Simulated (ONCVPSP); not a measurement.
## potassium: one change to an ONCV potential, before and after

| Property | Result |
| --- | --- |
| Element | potassium (K) |
| Generator | ONCVPSP 4.0.1 |
| Type | optimised norm-conserving Vanderbilt (ONCV) |
| Functional | PW91 |
| Relativity | scalar-relativistic |
| Frozen core | [Ne] |
| Valence charge | 9 |
| Reference configuration | 3s2 3p6 4s0.75 4p0.25 |
| Partial waves | 3s+4s: rc 2.35 bohr, ncon 5, nbas 10, qcut 6.7 1/bohr, 2 projectors; 3p+4p: rc 2.10 bohr, ncon 3, nbas 7, qcut 7.8 1/bohr, 2 projectors; d scattering state at 0.2 Ha: rc 2.10 bohr, ncon 4, nbas 7, qcut 4.3 1/bohr, local |
| Local potential | the d channel |
| Core correction | Teter function, fcfact 2.75, rcfact 1.55 |

Change: s: qcut 7.3.

Cutoffs: the cutoffs (Ha) at which the residual kinetic energy of the hardest occupied pseudo-wave falls to 1 and 0.1 mHa per electron; they do not see the model core or the augmentation charge, which bear on the density cutoff. Errors are all-electron minus pseudo energies relative to the spin-unpolarised reference configuration.

Question: What does the change do?

Answer: The potential gets harder (12 Ha and 15 Ha → 13 Ha and 17 Ha); both files keep a bound ghost (s); the errors of the 4 common tests hardly move. The waves are optimised to have the least kinetic energy above qcut, so the cutoff follows it (qcut²/2 in Ha).

```csv
quantity,base,changed
"cutoff, loose",12 Ha,13 Ha
"cutoff, tight",15 Ha,17 Ha
loose cutoff by channel,"s 12 Ha, p 12 Ha","s 13 Ha, p 12 Ha"
bound ghosts,s,s
GHOST(+) flags under 300 eV,none,none
"error for 3s2 3p6 4s1 4p0, meV [ΔE -0.38 eV]",0.0,0.0
"error for 3s2 3p6 4s0 4p0, meV [ΔE 3.97 eV]",-0.2,-0.1
"error for 3s2 3p6 4s0.5 4p0, meV [ΔE 1.26 eV]",-0.1,-0.1
"error for 3s2 3p6 4s0 4p1, meV [ΔE 1.16 eV]",-0.1,0.0
s: phases at 2.38 bohr within 0.05 rad from the reference energy up to (Ha; the scan ends near 5),2.8,2.8
p: phases at 2.13 bohr within 0.05 rad from the reference energy up to (Ha; the scan ends near 5),1.1,1.1
d: phases at 2.13 bohr within 0.05 rad from the reference energy up to (Ha; the scan ends near 5),0.8,0.8
"rms error of d²Exc/dni dnj with the model core, mHa",0.92,0.86
```

Base: The cutoffs count occupied waves only; projector 1 of the d channel, the hardest unoccupied one, needs 33 Ha at the loose tolerance. A true bound ghost makes a file unfit for plane-wave use even where its test errors are small: the radial tests pick states by their node count and pass the ghost by.
